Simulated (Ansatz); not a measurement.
Ansatz (a first-principles code) job for Ir(OH)3 (H₃IrO₃), SMILES [OH][Ir]([OH])[OH] (connectivity only; charge and spin as stated), neutral, multiplicity 3, r2SCAN-D4/def2-SVP. 

Ansatz 0.2 input:
```yaml
crystal:
  periodic: [false, false, false]
  atoms:
    - {symbol: Ir, position_ang: [-0.12316124, 0.06201577, 0.06864800]}
    - {symbol: O, position_ang: [1.47420870, -0.68206633, -0.77964910]}
    - {symbol: H, position_ang: [2.21730128, -0.10046329, -0.56901182]}
    - {symbol: O, position_ang: [0.06330031, -0.91001849, 1.62798348]}
    - {symbol: H, position_ang: [0.33690562, -1.80674274, 1.81995395]}
    - {symbol: O, position_ang: [-0.59284806, 1.11432757, -1.37563929]}
    - {symbol: H, position_ang: [-0.62807949, 0.95404933, -2.31839878]}
basis:
  gaussian:
    orbitals: def2-SVP
hamiltonian:
  xc: r2scan
  dispersion: d4
magnetization: {spin_polarized: true, initial_magnetization: 2}
relax: {f_tol: 0.002, max_steps: 200}
```

Output:

```
[...]
relax step   2: F+E_penalty+E_count = -9022.06494846 eV  Δ(F+E_penalty+E_count) = -1.415e-1 eV  max|allowed force component| = 4.232e-1 eV/Å  Δτ_max = 0.0798 Å  (49 SCF iters, accepted)
these checks for a lower state are left out or cut short: starts, cluster_reference, orbital_swaps, neighbouring_geometries, increment
integrals: 0.04 GiB planned
897 factors; their error is unknown
mean field: 0.33 GiB planned
mean field -9022.06973644 eV, -331.5549474355 hartree, gradient 2.6e-5 eV, S^2 2.018808; 0 other end points of the search recorded, 0 dependent functions left out
the calculation of the forces begins
reference -9022.06975569 eV, -331.5549481432 hartree; 23, 21 occupied and 66, 68 virtual orbitals, 897 factors
relax step   3: F+E_penalty+E_count = -9022.09695677 eV  Δ(F+E_penalty+E_count) = -3.201e-2 eV  max|allowed force component| = 2.373e-1 eV/Å  Δτ_max = 0.0597 Å  (49 SCF iters, accepted)
these checks for a lower state are left out or cut short: starts, cluster_reference, orbital_swaps, neighbouring_geometries, increment
integrals: 0.04 GiB planned
897 factors; their error is unknown
mean field: 0.33 GiB planned
mean field -9022.09023019 eV, -331.5557005671 hartree, gradient 2.0e-5 eV, S^2 2.017950; 0 other end points of the search recorded, 0 dependent functions left out
the calculation of the forces begins
reference -9022.09024939 eV, -331.5557012727 hartree; 23, 21 occupied and 66, 68 virtual orbitals, 897 factors
relax step   4: F+E_penalty+E_count = -9022.11742451 eV  Δ(F+E_penalty+E_count) = -2.047e-2 eV  max|allowed force component| = 9.024e-1 eV/Å  Δτ_max = 0.0991 Å  (48 SCF iters, accepted)
these checks for a lower state are left out or cut short: starts, cluster_reference, orbital_swaps, neighbouring_geometries, increment
integrals: 0.04 GiB planned
897 factors; their error is unknown
mean field: 0.33 GiB planned
mean field -9022.07458211 eV, -331.5551255106 hartree, gradient 3.0e-5 eV, S^2 2.016608; 0 other end points of the search recorded, 0 dependent functions left out
the calculation of the forces begins
reference -9022.07460111 eV, -331.5551262090 hartree; 23, 21 occupied and 66, 68 virtual orbitals, 897 factors
relax step   5: F+E_penalty+E_count = -9022.10178563 eV  Δ(F+E_penalty+E_count) = +1.564e-2 eV  max|allowed force component| = 1.605e0 eV/Å  Δτ_max = 0.1520 Å  (46 SCF iters, rejected (line search))
these checks for a lower state are left out or cut short: starts, cluster_reference, orbital_swaps, neighbouring_geometries, increment
integrals: 0.04 GiB planned
897 factors; their error is unknown
mean field: 0.33 GiB planned
mean field evaluation 96: about -9022.1595 eV, gradient 3.1e-2 eV
mean field -9022.13051527 eV, -331.5571810166 hartree, gradient 1.6e-5 eV, S^2 2.017150; 0 other end points of the search recorded, 0 dependent functions left out
the calculation of the forces begins
reference -9022.13053444 eV, -331.5571817208 hartree; 23, 21 occupied and 66, 68 virtual orbitals, 897 factors
relax step   6: F+E_penalty+E_count = -9022.15773235 eV  Δ(F+E_penalty+E_count) = -4.031e-2 eV  max|allowed force component| = 5.411e-1 eV/Å  Δτ_max = 0.0724 Å  (48 SCF iters, accepted)
these checks for a lower state are left out or cut short: starts, cluster_reference, orbital_swaps, neighbouring_geometries, increment
integrals: 0.04 GiB planned
897 factors; their error is unknown
mean field: 0.33 GiB planned
mean field -9022.14763228 eV, -331.5578100548 hartree, gradient 2.6e-5 eV, S^2 2.016402; 0 other end points of the search recorded, 0 dependent functions left out
the calculation of the forces begins
reference -9022.14765139 eV, -331.5578107573 hartree; 23, 21 occupied and 66, 68 virtual orbitals, 897 factors
relax step   7: F+E_penalty+E_count = -9022.17484338 eV  Δ(F+E_penalty+E_count) = -1.711e-2 eV  max|allowed force component| = 3.275e-1 eV/Å  Δτ_max = 0.1000 Å  (46 SCF iters, accepted)
these checks for a lower state are left out or cut short: starts, cluster_reference, orbital_swaps, neighbouring_geometries, increment
integrals: 0.04 GiB planned
897 factors; their error is unknown
mean field: 0.33 GiB planned
mean field -9022.15265184 eV, -331.5579945204 hartree, gradient 8.1e-6 eV, S^2 2.016175; 0 other end points of the search recorded, 0 dependent functions left out
the calculation of the forces begins
reference -9022.15267083 eV, -331.5579952184 hartree; 23, 21 occupied and 66, 68 virtual orbitals, 897 factors
relax step   8: F+E_penalty+E_count = -9022.17986662 eV  Δ(F+E_penalty+E_count) = -5.023e-3 eV  max|allowed force component| = 3.895e-1 eV/Å  Δτ_max = 0.1397 Å  (45 SCF iters, accepted)
these checks for a lower state are left out or cut short: starts, cluster_reference, orbital_swaps, neighbouring_geometries, increment
integrals: 0.04 GiB planned
897 factors; their error is unknown
mean field: 0.33 GiB planned
mean field -9022.16086279 eV, -331.5582962672 hartree, gradient 1.7e-5 eV, S^2 2.015942; 0 other end points of the search recorded, 0 dependent functions left out
the calculation of the forces begins
reference -9022.16088185 eV, -331.5582969676 hartree; 23, 21 occupied and 66, 68 virtual orbitals, 897 factors
relax step   9: F+E_penalty+E_count = -9022.18806966 eV  Δ(F+E_penalty+E_count) = -8.203e-3 eV  max|allowed force component| = 8.594e-2 eV/Å  Δτ_max = 0.0347 Å  (41 SCF iters, accepted)
these checks for a lower state are left out or cut short: starts, cluster_reference, orbital_swaps, neighbouring_geometries, increment
integrals: 0.04 GiB planned
897 factors; their error is unknown
mean field: 0.33 GiB planned
mean field evaluation 128: about -9022.1641 eV, gradient 1.5e-1 eV
mean field -9022.16453253 eV, -331.5584311279 hartree, gradient 1.1e-5 eV, S^2 2.015403; 0 other end points of the search recorded, 0 dependent functions left out
the calculation of the forces begins
reference -9022.16455159 eV, -331.5584318282 hartree; 23, 21 occupied and 66, 68 virtual orbitals, 897 factors
relax step  10: F+E_penalty+E_count = -9022.19171472 eV  Δ(F+E_penalty+E_count) = -3.645e-3 eV  max|allowed force component| = 4.201e-2 eV/Å  Δτ_max = 0.0417 Å  (43 SCF iters, accepted)
these checks for a lower state are left out or cut short: starts, cluster_reference, orbital_swaps, neighbouring_geometries, increment
integrals: 0.04 GiB planned
897 factors; their error is unknown
mean field: 0.33 GiB planned
mean field -9022.16764028 eV, -331.5585453353 hartree, gradient 2.7e-5 eV, S^2 2.014539; 0 other end points of the search recorded, 0 dependent functions left out
the calculation of the forces begins
reference -9022.16765925 eV, -331.5585460324 hartree; 23, 21 occupied and 66, 68 virtual orbitals, 897 factors
relax step  11: F+E_penalty+E_count = -9022.19478599 eV  Δ(F+E_penalty+E_count) = -3.071e-3 eV  max|allowed force component| = 1.072e-1 eV/Å  Δτ_max = 0.0657 Å  (42 SCF iters, accepted)
these checks for a lower state are left out or cut short: starts, cluster_reference, orbital_swaps, neighbouring_geometries, increment
integrals: 0.04 GiB planned
897 factors; their error is unknown
mean field: 0.33 GiB planned
mean field -9022.16834397 eV, -331.5585711955 hartree, gradient 2.0e-5 eV, S^2 2.014045; 0 other end points of the search recorded, 0 dependent functions left out
the calculation of the forces begins
reference -9022.16836289 eV, -331.5585718910 hartree; 23, 21 occupied and 66, 68 virtual orbitals, 897 factors
relax step  12: F+E_penalty+E_count = -9022.19547462 eV  Δ(F+E_penalty+E_count) = -6.886e-4 eV  max|allowed force component| = 5.834e-2 eV/Å  Δτ_max = 0.0371 Å  (43 SCF iters, accepted)
these checks for a lower state are left out or cut short: starts, cluster_reference, orbital_swaps, neighbouring_geometries, increment
integrals: 0.04 GiB planned
897 factors; their error is unknown
mean field: 0.33 GiB planned
mean field -9022.16847416 eV, -331.5585759800 hartree, gradient 2.1e-5 eV, S^2 2.013859; 0 other end points of the search recorded, 0 dependent functions left out
the calculation of the forces begins
reference -9022.16849307 eV, -331.5585766750 hartree; 23, 21 occupied and 66, 68 virtual orbitals, 897 factors
relax step  13: F+E_penalty+E_count = -9022.19560536 eV  Δ(F+E_penalty+E_count) = -1.307e-4 eV  max|allowed force component| = 2.509e-2 eV/Å  Δτ_max = 0.0076 Å  (44 SCF iters, accepted)
these checks for a lower state are left out or cut short: starts, cluster_reference, orbital_swaps, neighbouring_geometries, increment
integrals: 0.04 GiB planned
897 factors; their error is unknown
mean field: 0.33 GiB planned
mean field evaluation 160: about -9022.1685 eV, gradient 4.5e-4 eV
mean field -9022.16850560 eV, -331.5585771355 hartree, gradient 2.5e-5 eV, S^2 2.013915; 0 other end points of the search recorded, 0 dependent functions left out
the calculation of the forces begins
reference -9022.16852452 eV, -331.5585778307 hartree; 23, 21 occupied and 66, 68 virtual orbitals, 897 factors
relax step  14: F+E_penalty+E_count = -9022.19563861 eV  Δ(F+E_penalty+E_count) = -3.325e-5 eV  max|allowed force component| = 5.815e-3 eV/Å  Δτ_max = 0.0034 Å  (46 SCF iters, accepted)
these checks for a lower state are left out or cut short: starts, cluster_reference, orbital_swaps, neighbouring_geometries, increment
integrals: 0.04 GiB planned
897 factors; their error is unknown
mean field: 0.33 GiB planned
mean field -9022.16849951 eV, -331.5585769114 hartree, gradient 2.2e-5 eV, S^2 2.013924; 0 other end points of the search recorded, 0 dependent functions left out
the calculation of the forces begins
reference -9022.16851843 eV, -331.5585776067 hartree; 23, 21 occupied and 66, 68 virtual orbitals, 897 factors
relax step  15: F+E_penalty+E_count = -9022.19563353 eV  Δ(F+E_penalty+E_count) = +5.078e-6 eV  max|allowed force component| = 7.272e-3 eV/Å  Δτ_max = 0.0029 Å  (44 SCF iters, rejected (line search))
these checks for a lower state are left out or cut short: starts, cluster_reference, orbital_swaps, neighbouring_geometries, increment
integrals: 0.04 GiB planned
897 factors; their error is unknown
mean field: 0.33 GiB planned
mean field -9022.16851028 eV, -331.5585773072 hartree, gradient 2.5e-5 eV, S^2 2.013916; 0 other end points of the search recorded, 0 dependent functions left out
the calculation of the forces begins
reference -9022.16852920 eV, -331.5585780025 hartree; 23, 21 occupied and 66, 68 virtual orbitals, 897 factors
relax step  16: F+E_penalty+E_count = -9022.19564349 eV  Δ(F+E_penalty+E_count) = -4.880e-6 eV  max|allowed force component| = 6.245e-4 eV/Å  Δτ_max = 0.0010 Å  (34 SCF iters, accepted)
integrals: 0.04 GiB planned
897 factors; their error is unknown
mean field: 0.33 GiB planned
mean field evaluation 192: about -9022.1685 eV, gradient 9.0e-3 eV
mean field evaluation 224: about -9021.1601 eV, gradient 2.5e0 eV
mean field -9022.16851028 eV, -331.5585773072 hartree, gradient 2.5e-5 eV, S^2 2.013916; 8 other end points of the search recorded, 0 dependent functions left out
the calculation of the forces begins
reference -9022.16852920 eV, -331.5585780025 hartree; 23, 21 occupied and 66, 68 virtual orbitals, 897 factors
Total energy: -9022.19566241 eV, -331.5595751297 hartree
Atom 0 at     0.011457     0.052963    -0.115778 Å, force    -0.000474     0.000438    -0.000049 eV/Å
Atom 1 at     1.609760    -0.881984    -0.524139 Å, force     0.000315    -0.000003    -0.000037 eV/Å
Atom 2 at     2.342805    -0.255814    -0.378729 Å, force     0.000007    -0.000131    -0.000022 eV/Å
Atom 3 at    -0.187618    -0.980767     1.452882 Å, force     0.000101    -0.000200     0.000266 eV/Å
Atom 4 at     0.570669    -1.557758     1.650579 Å, force    -0.000074     0.000152    -0.000187 eV/Å
Atom 5 at    -0.593664     1.295601    -1.399507 Å, force    -0.000037    -0.000624    -0.000228 eV/Å
Atom 6 at    -1.005782     0.958860    -2.211421 Å, force     0.000162     0.000369     0.000257 eV/Å
Dipole moment:     0.212186    -0.007865    -0.142042 e Å
```

The calculation finished and met its thresholds.
